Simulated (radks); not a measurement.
The numbers below are computed, except where a source is named.
The arsenic ion As2+ inside a hard spherical wall (all orbitals vanish at R), configuration held at [Ar] 3d10 4s2 4p1 and not refilled when levels cross. Level of theory: scalar-relativistic Kohn-Sham, r2SCAN, spin-polarised, spherical densities, finite nucleus; open shells are filled with parallel spins first; meta-GGA in the generalised Kohn-Sham scheme; Fermi nuclear charge, rms radius 4.0968 fm (a radial shooting solver on a logarithmic mesh with Libxc functionals). Eigenvalues in eV for spin up, with the zero of energy where the potential of the charges vanishes at infinity; a dash marks a level that is unbound or too diffuse for the functional's potential to be trusted. A positive occupied level is held by the wall or, in an anion where self-interaction has pushed it up, behind a barrier. The pressure on the wall is -dE/dV.

| R (bohr) | E (hartree) | kinetic (hartree) | e(3p) | e(3d) | e(4s) | e(4p) | e(5s, empty) | e(4d, empty) | pressure (GPa) |
|---|---|---|---|---|---|---|---|---|---|
| free | -2260.17676 | 2303.807 | -158.74 | -62.983 | -34.611 | -23.383 | - | -9.253 | 0 |
| 20 | -2260.17676 | 2303.807 | -158.74 | -62.983 | -34.611 | -23.383 | - | -9.253 | < 0.0001 |
| 15 | -2260.17676 | 2303.807 | -158.74 | -62.983 | -34.611 | -23.383 | - | -9.253 | < 0.0001 |
| 12 | -2260.17676 | 2303.807 | -158.74 | -62.983 | -34.611 | -23.383 | -9.503 | -9.252 | < 0.0001 |
| 8 | -2260.17675 | 2303.808 | -158.73 | -62.982 | -34.611 | -23.382 | -9.148 | -9.167 | 0.000952 |
| 7 | -2260.17665 | 2303.809 | -158.73 | -62.976 | -34.607 | -23.376 | -8.549 | -9.005 | 0.0116 |
| 6 | -2260.17578 | 2303.819 | -158.69 | -62.937 | -34.581 | -23.335 | -7.012 | -8.554 | 0.139 |
| 3.5 | -2259.98889 | 2304.957 | -155.87 | -60.193 | -31.943 | -19.223 | 21.706 | 1.475 | 73.3 |
| 2.5 | -2258.70085 | 2310.284 | -147.71 | -52.236 | -18.388 | -1.309 | 95.196 | 29.047 | 1190 |
| 2 | -2255.60551 | 2321.346 | -136.03 | -40.299 | 9.998 | 32.237 | 204.39 | 70.798 | 6480 |
| 1.5 | -2242.96008 | 2363.195 | -103.89 | -5.082 | 110.10 | 140.11 | 496.19 | 183.57 | 53100 |
